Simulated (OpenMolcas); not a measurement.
## Nd3+: moving or changing the point charges

Nd3+ among 2 point charges of -0.5 e arranged as a linear pair (D∞h), 2.78 Å from the ion.
```
   0.0000    0.0000    2.7800  -0.50
   0.0000    0.0000   -2.7800  -0.50
```

```json
{"Program": "OpenMolcas", "Method": "CASSCF", "Basis": "ANO-RCC-VTZP [8s7p5d3f2g1h]", "Scalar Hamiltonian": "DKH2, point nucleus", "Active space": "3 electrons in 7 orbitals (4f)", "State averaging": "2S+1 = 4 odd, 35 roots; 2S+1 = 2 odd, 89 roots kept (CI in the orbitals of an earlier block)", "Spin-orbit coupling": "state interaction with AMFI integrals over the reference wave functions"}
```

Runs around this geometry, states (labels by Λ). Energies in cm-1 above the lowest state or level, χT in cm3 K/mol.

```tsv
R (Å)	Ground state	First state of that spin	First gap with spin-orbit (degeneracies)	Width of lowest J	χT at 300 K
2.78	4I	4H 99.6	97.1 (2, 2)	193	1.698
3	4I	4H 76.2	75.3 (2, 2)	154	1.700
3.27	4I	4H 57.4	57.2 (2, 2)	120	1.701
```

Taking the width of the lowest J multiplet as R^-n, n = -ln(120 / 193) / ln(3.27 / 2.78) = 2.9 between the shortest and longest distance.

High states are left out of the spin-orbit mixing, which shifts the levels that they would mix with. Point charges carry no covalency, so the field is a model and not that of real ligands. No measured value stands beside these numbers.
